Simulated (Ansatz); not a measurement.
OTe (SMILES O=[Te]), triplet, at a GFN2-xTB geometry (all electrons, no relativity). Base run: Ansatz (a first-principles code) with HF/3-21G.

Here is a job for Ansatz.
Ansatz 0.2 input:
```yaml
crystal:
  periodic: [false, false, false]
  atoms:
    - {symbol: O, position_ang: [-0.00000000, -0.00000000, -1.56412833]}
    - {symbol: Te, position_ang: [0.00000000, 0.00000000, 0.24063513]}
basis:
  gaussian:
    orbitals: 3-21G.json
hamiltonian:
  xc: hf
magnetization: {spin_polarized: true, initial_magnetization: 2}
```
The basis file holds 3-21G in the JSON format of the Basis Set Exchange.

The base run was repeated with changes; each row names its change, and settings that it needs were set with it.

```json
[
 {"change": "base", "basis functions": "42", "E (Eh)": "-6657.58314"},
 {"change": "basis = ANO-RCC-VDZP; relativity = none", "basis functions": "57", "E (Eh)": "-6469.33496"},
 {"change": "basis = ANO-RCC-VDZP; relativity = spin-free X2C; nucleus = Gaussian", "basis functions": "57", "E (Eh)": "-6865.50850"},
 {"change": "basis = jorge-DZP-DKH; relativity = spin-free X2C", "basis functions": "63", "E (Eh)": "-6860.28120"},
 {"change": "basis = x2c-SVPall; relativity = none", "basis functions": "50", "E (Eh)": "-6514.98673"},
 {"change": "basis = x2c-SVPall; relativity = spin-free X2C", "basis functions": "50", "E (Eh)": "-6865.06491"},
 {"change": "basis = jorge-DZP-DKH; relativity = none", "basis functions": "63", "E (Eh)": "-6617.01778"},
 {"change": "basis = jorge-DZP-DKH; relativity = spin-free X2C; nucleus = Gaussian", "basis functions": "63", "E (Eh)": "-6860.09728"},
 {"change": "basis = x2c-SVPall; relativity = spin-free X2C; nucleus = Gaussian", "basis functions": "50", "E (Eh)": "-6864.90206"},
 {"change": "basis = ANO-RCC-VDZP; relativity = spin-free X2C", "basis functions": "57", "E (Eh)": "-6865.72579"}
]
```

Total energies compare only within one method and basis.

Ansatz warned in this series: the basis is contracted for relativity, which the run leaves out.

Basis sets contracted for a relativistic Hamiltonian are a mismatch without it, so the rows without relativity aren't non-relativistic limits. No row has spin-orbit coupling; sets with core potentials leave out the core electrons.
